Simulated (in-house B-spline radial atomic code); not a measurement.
A radial electron density 4πr²n(r) was computed for an atom or ion in its tabulated ground configuration with an all-electron radial atomic-structure program (B-spline basis); method: Dirac-Hartree-Fock, average of configuration. Columns: r (bohr), 4πr²n(r) (electrons per bohr), bar.

```
0.000482    3.233 #
0.000595    4.508 #
0.000734    6.248 ##
0.000906    8.615 ###
 0.00112    11.83 ####
 0.00138    16.02 #####
  0.0017    21.49 #######
  0.0021    28.59 #########
 0.00259     37.4 ###########
  0.0032    48.16 ###############
 0.00395    60.58 ###################
 0.00487     74.1 #######################
 0.00601     87.8 ###########################
 0.00742    100.1 ###############################
 0.00916    108.9 #################################
  0.0113    112.5 ##################################
   0.014    110.5 ##################################
  0.0172    104.8 ################################
  0.0212    99.84 ###############################
  0.0262    101.5 ###############################
  0.0324    113.3 ###################################
  0.0399    130.9 ########################################
  0.0493    143.7 ############################################
  0.0608    140.6 ###########################################
  0.0751    124.3 ######################################
  0.0926    113.1 ###################################
   0.114    120.7 #####################################
   0.141    134.1 #########################################
   0.174    124.2 ######################################
   0.215     91.7 ############################
   0.265    72.65 ######################
   0.327     80.7 #########################
   0.404    86.22 ##########################
   0.498    67.77 #####################
   0.615     41.1 #############
   0.759    25.74 ########
   0.937    19.96 ######
    1.16       15 #####
    1.43    9.113 ###
    1.76     4.34 #
    2.17    1.584 
    2.68   0.4165 
    3.31  0.07131 
    4.08  0.00706 
    5.04 0.0003276
```

(1) Which atom or ion is it?
A. Ir4+
B. Au4+
C. Pt4+
D. Os4+

Answers

(1) C. The area under the curve, ∫4πr²n dr = ∫r·4πr²n d(ln r) on this logarithmic grid, is 74 electrons, which only this option has. The configuration is [Xe] 4f14 5d6.
